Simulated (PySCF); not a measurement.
4-chlorophenylboronic acid, C$_{6}$H$_{6}$BClO$_{2}$

Geometry:
| atom | x (Å) | y (Å) | z (Å) |
| --- | --- | --- | --- |
| O1 | -2.158 | 1.323 | -0.327 |
| B2 | -1.541 | 0.130 | -0.080 |
| O3 | -2.204 | -1.039 | 0.164 |
| C4 | 0.022 | 0.100 | -0.076 |
| C5 | 0.723 | -1.088 | 0.176 |
| C6 | 2.114 | -1.126 | 0.183 |
| C7 | 2.822 | 0.049 | -0.067 |
| Cl8 | 4.555 | 0.018 | -0.061 |
| C9 | 2.158 | 1.249 | -0.321 |
| C10 | 0.767 | 1.263 | -0.323 |
| H11 | -3.118 | 1.304 | -0.323 |
| H12 | -3.163 | -0.984 | 0.153 |
| H13 | 0.161 | -2.005 | 0.370 |
| H14 | 2.656 | -2.053 | 0.379 |
| H15 | 2.735 | 2.155 | -0.513 |
| H16 | 0.240 | 2.200 | -0.521 |

Level of theory: PySCF, quadratic response CAM-B3LYP/aug-cc-pVDZ first hyperpolarisability, Taylor convention, gas phase. Geometry: PBE0-D3(BJ)/def2-SVP.

Problem. Give the tensor of the second harmonic β(−2ω;ω,ω) at 1907 nm in the axes of these coordinates.

Solution. In au, Taylor convention; rows are the first index (the induced dipole):
```tsv
	xx	yy	zz	xy	xz	yz
x	+525.1	-55.1	-1.3	-11.8	+2.1	+11.8
y	-11.8	+3.1	+0.1	-53.6	+11.5	-0.6
z	+2.1	-0.6	0.0	+11.5	-1.2	+0.1
```
Norm of βᵢ = ⅓ Σⱼ (βᵢⱼⱼ + βⱼᵢⱼ + βⱼⱼᵢ): 469.9 au, hyper-Rayleigh value 209.8 au.
